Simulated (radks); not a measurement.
Problem. All-electron atom: Nd3+ in [Xe] 4f3. All-electron calculation, Dirac Kohn-Sham, PBE, spin-unpolarised, spherical densities, finite nucleus; open shells fill j = l - 1/2 first; Fermi nuclear charge, rms radius 4.9123 fm. Program: a radial shooting solver on a logarithmic mesh with Libxc functionals.

Spin-orbit splittings of the eigenvalues, e(l+1/2) - e(l-1/2), with zeta = 2 splitting/(2l+1) and mean radii in bohr:

shell  occ.  splitting (eV)  zeta (eV)  <r> j=l-1/2  <r> j=l+1/2
2p        6           520.0      346.7      0.08422      0.09064
3p        6           103.8      69.20       0.2556       0.2681
3d       10               ?          ?       0.2395       0.2433
4p        6           22.62      15.08       0.6225       0.6503
4d       10           4.019      1.607       0.6977       0.7076
4f        3          0.4617     0.1319       0.9691       0.9788
5p        6           3.381      2.254        1.594        1.669
5d        0          0.3581     0.1433        2.252        2.283
6p        0          0.6609     0.4406        3.726        3.854

Estimate the 3d splitting.

Solution. 22.43 eV (zeta = 8.972 eV).
